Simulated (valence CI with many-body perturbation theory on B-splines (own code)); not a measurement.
**Nd LV: calculated level list**

Level of theory: configuration interaction combined with many-body perturbation theory (CI+MBPT): four valence electrons over a frozen Dirac-Fock core [He], radial functions for each j: 11 s, 11 p, 9 d, 7 f, 5 g, 2 h, 1 i, with the one-electron correlation potential Σ1, the two-electron term Σ2, the three-electron term Σ3, Breit, model QED; selected CI, second order for the rest (own B-spline code, finite nucleus).

No measured spectrum was set against this ion. As an estimate, large intervals hold to a few tenths of a per cent, small ones and those within an open d or f shell to about a per cent. Among the levels kept, up to 280 cm⁻¹ of a level comes from second order outside the variational space, and about a tenth of that is noise between levels of different J, which matters for small intervals.

Levels 1 to 45 of 116, with energies above the lowest level, (2s^2 2p1/2^2) J=0. "Leading %" is the weight of the configuration and term that name the level; weights of strongly mixed levels are sums over their largest components and can fall short. In the jj column 3d3/2^4 stands for four electrons in 3d with j = 3/2. Lifetimes count E1, E2, E3, M1 and M2 decay at the calculated energies, and are blank where another channel may lead or the interval is too uncertain; long ones can be off by a factor of two.

```tsv
No.	Configuration	Term	J	E (× 10³ cm⁻¹)	Leading %	Lifetime	g	Leading jj
1	2s2 2p2	3P	0	0.00	70			2s^2 2p1/2^2 (100 %)
2	2s2 2p2	3P	1	4342.4	100	999 ps	1.480	2s^2 2p1/2 2p3/2 (100 %)
3	2s2 2p2	1D	2	4478.2	64	467 ns	1.155	2s^2 2p1/2 2p3/2 (100 %)
4	2s 2p3	3P°	2	6096.4	47	52.8 ps	1.538	2s 2p1/2^2 2p3/2 (99 %)
5	2s 2p3	3D°	1	6647.5	34	522 fs	1.098	2s 2p1/2^2 2p3/2 (99 %)
6	2s2 2p2	3P	2	8942.5	63	247 ps	1.297	2s^2 2p3/2^2 (99 %)
7	2s2 2p2	1S	0	9320.1	69	200 ps		2s^2 2p3/2^2 (99 %)
8	2s 2p3	5S°	2	10273	49	2.38 ps	1.550	2s 2p1/2 2p3/2^2 (99 %)
9	2s 2p3	3D°	3	10584	100	2.51 ps	1.308	2s 2p1/2 2p3/2^2 (100 %)
10	2s 2p3	3P°	0	10938	100	649 fs		2s 2p1/2 2p3/2^2 (100 %)
11	2s 2p3	3S°	1	11077	49	337 fs	1.299	2s 2p1/2 2p3/2^2 (99 %)
12	2s 2p3	1D°	2	11159	73	344 fs	1.062	2s 2p1/2 2p3/2^2 (99 %)
13	2s 2p3	3P°	1	11186	58	503 fs	1.328	2s 2p1/2 2p3/2^2 (99 %)
14	2p4	3P	2	13029	69	362 fs	1.323	2p1/2^2 2p3/2^2 (99 %)
15	2p4	1S	0	13434	62	307 fs		2p1/2^2 2p3/2^2 (99 %)
16	2s 2p3	3P°	2	15268	52	685 fs	1.422	2s 2p3/2^3 (99 %)
17	2s 2p3	1P°	1	15796	39	261 fs	1.183	2s 2p3/2^3 (99 %)
18	2p4	3P	1	17460	100	227 fs	1.480	2p1/2 2p3/2^3 (100 %)
19	2p4	1D	2	17600	69	241 fs	1.129	2p1/2 2p3/2^3 (100 %)
20	2p4	3P	0	22237	63	171 fs		2p3/2^4 (100 %)
21	2s2 2p 3s	3P°	0	51642	99	12.2 fs		2s^2 2p1/2 3s (99 %)
22	2s2 2p 3s	3P°	1	51667	67	9.67 fs	1.316	2s^2 2p1/2 3s (99 %)
23	2s2 2p 3p	3D	1	52169	73	877 fs	0.647	2s^2 2p1/2 3p1/2 (99 %)
24	2s2 2p 3p	3P	0	52449	68	344 fs		2s^2 2p1/2 3p1/2 (99 %)
25	2s 2p2 3s	5P	1	53192	40	13.4 fs	1.988	2s 2p1/2^2 3s (89 %)
26	2s 2p2 3s	3P	0	53457	70	13.4 fs		2s 2p1/2^2 3s (98 %)
27	2s2 2p 3p	3D	2	53599	53	588 fs	1.154	2s^2 2p1/2 3p3/2 (99 %)
28	2s2 2p 3p	3P	1	53635	43	125 fs	1.560	2s^2 2p1/2 3p3/2 (90 %)
29	2s 2p2 3p	3P°	1	53788	32	3.17 fs	1.368	2s 2p1/2^2 3p1/2 (95 %)
30	2s 2p2 3p	3P°	0	53799	49	294 fs		2s 2p1/2^2 3p1/2 (98 %)
31	2s2 2p 3d	3F°	2	54016	74	9.00 fs	0.750	2s^2 2p1/2 3d3/2 (100 %)
32	2s2 2p 3d	3D°	1	54206	49	1.32 fs	0.850	2s^2 2p1/2 3d3/2 (96 %)
33	2s2 2p 3d	3P°	2	54468	47	1.55 fs	1.282	2s^2 2p1/2 3d5/2 (98 %)
34	2s2 2p 3d	3F°	3	54495	47	1.64 fs	1.101	2s^2 2p1/2 3d5/2 (100 %)
35	2s 2p2 3p	3P°	2	55192	33	87.3 fs	1.522	2s 2p1/2^2 3p3/2 (97 %)
36	2s 2p2 3p	3D°	1	55230	33	4.16 fs	1.119	2s 2p1/2^2 3p3/2 (98 %)
37	2s 2p2 3d	3D	1	55604	44	11.0 fs	0.451	2s 2p1/2^2 3d3/2 (99 %)
38	2s 2p2 3d	3D	2	55645	30	7.85 fs	1.143	2s 2p1/2^2 3d3/2 (96 %)
39	2s 2p2 3d	3D	3	56038	35	1.65 fs	1.347	2s 2p1/2^2 3d5/2 (99 %)
40	2s 2p2 3d	3F	2	56163	30	1.73 fs	1.014	2s 2p1/2^2 3d5/2 (96 %)
41	2s2 2p 3s	3P°	2	56227	98	15.4 fs	1.480	2s^2 2p3/2 3s (98 %)
42	2s2 2p 3s	1P°	1	56282	66	7.82 fs	1.137	2s^2 2p3/2 3s (98 %)
43	2s2 2p 3p	3P	1	56857	50	290 fs	1.456	2s^2 2p3/2 3p1/2 (96 %)
44	2s2 2p 3p	3D	2	56877	45	352 fs	1.163	2s^2 2p3/2 3p1/2 (97 %)
45	2s 2p2 3s	5P	2	57338	85	17.4 fs	1.738	2s 2p1/2 2p3/2 3s (98 %)
```

The ionisation energy to 2s2 2p 2P°_1/2 of the next ion comes out as 11385 eV (NIST: 11384 ± 5 eV (theoretical)). All 116 levels together are meant to be complete up to 60941 × 10³ cm⁻¹.
